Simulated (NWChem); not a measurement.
# ZnNH3S; SMILES [SH][Zn][NH2]

```xyz
6

Zn     0.2323    -0.2840     0.0076
N      0.4194    -2.0889    -0.0005
H      0.1399    -2.5997    -0.8337
H      0.0930    -2.6125     0.8073
S      0.2024     1.8896     0.0174
H     -1.1482     1.9464    -0.0204
```
Atoms are numbered in this order, from 1.

Structure relaxed at the PBE0/def2-SVP level.

Give the principal values of the shielding tensors (ppm) of Zn1, N2, S5 from KT2/pcSseg-1, GIAO (NWChem), with their diamagnetic and paramagnetic parts as GIAO splits them.


```csv
atom,σ11,σ22,σ33,isotropic,diamagnetic,paramagnetic
Zn1,1074.1,1081.6,2394.3,1516.7,2526.4,-1009.7
N2,233.0,255.6,300.8,263.1,313.1,-50.0
S5,755.3,755.4,866.1,792.3,1058.5,-266.3
```
